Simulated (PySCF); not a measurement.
# A survey of ¹⁵N NMR shifts

How the numbers were obtained: structure optimised with GFN2-xTB, NMR shieldings at PBE0/pcSseg-1/GIAO, in PySCF 2.14 (non-relativistic, equivalent nuclei averaged, single conformer, isolated molecule).

Shieldings were converted by a linear fit to measured shifts: ¹⁵N: δ = -148.07 − 0.921σ (rms 6.3 ppm, 71 shifts vs CH3NO2, solution or neat liquid). Occasional misses reach two or three times the rms, and more in compound classes unlike the fitted ones.

Q: Give the ¹⁵N shifts of `Cc1cpc(C#N)n1C`.

A: 
```json
{"compound": "[CH3:1][c:2]1[cH:3][p:4][c:5]([C:6]#[N:7])[n:8]1[CH3:9]", "environment": "N7: nitrile nitrogen", "δ (ppm)": "-87.0"}
{"compound": "[CH3:1][c:2]1[cH:3][p:4][c:5]([C:6]#[N:7])[n:8]1[CH3:9]", "environment": "N8: pyrrole-type ring nitrogen", "δ (ppm)": "-208.2"}
```

Q: Order these by ¹⁵N shift, lowest first.
A. C=CN1[SiH2][SiH2]C[C@H]1C
B. C[P@@](=S)(CP)n1cccc1
C. CC#C[Si@H](CC)N[SiH3]
D. C#C[C@@](C)(C[SiH3])N[SiH3]
E. CCCC[SiH2][SiH2]C#N

A: C (-387.1 ppm, nitrogen bonded to 2 Si, H), D (-350.5 ppm, nitrogen bonded to C, Si, H), A (-299.1 ppm, enamine nitrogen), B (-212.7 ppm, pyrrole-type ring nitrogen), E (-54.4 ppm, nitrile nitrogen).
